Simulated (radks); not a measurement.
Values are calculated unless marked as measured or tabulated.
Effect of the nuclear size on neutral promethium, [Xe] 4f5 6s2. Code: a radial shooting solver on a logarithmic mesh with Libxc functionals. Model: Dirac Kohn-Sham, LDA (Slater exchange, Perdew-Wang correlation), spin-unpolarised, spherical densities, finite nucleus; open shells are shared between the two j in proportion to 2j + 1; Fermi nuclear charge, rms radius 4.962 fm. The rms radius is varied about that value; shifts are against it.

rms radius (fm),total energy shift (eV),density at nucleus (e/bohr^3),1s1/2 shift (meV),2s1/2 shift (meV),5s1/2 shift (meV),5p1/2 shift (meV),6s1/2 shift (meV),4f7/2 shift (meV),6p1/2 (empty) shift (meV)
4.2524,-3.88,5.085e+05,-1610,-201,-1.48,0.209,-0.070,0.320,0.064
4.7337,-1.30,4.961e+05,-537,-67.4,-0.494,0.070,-0.023,0.107,0.021
4.962,0,4.907e+05,0.000,0.000,0.000,0.000,0.000,0.000,0.000
5.1456,1.08,4.866e+05,446,56.0,0.410,-0.058,0.019,-0.089,-0.018
5.6815,4.39,4.757e+05,1820,228,1.67,-0.237,0.079,-0.363,-0.072

Slopes of the eigenvalues against <r^2> in GHz/fm^2, as finite differences over the two radii next to the reference (eigenvalue slopes, not the field-shift constants of lines): 1s1/2 58400, 2s1/2 7330, 5s1/2 53.7, 5p1/2 -7.62, 6s1/2 2.54, 4f7/2 -11.7, 6p1/2 (empty) -2.32.
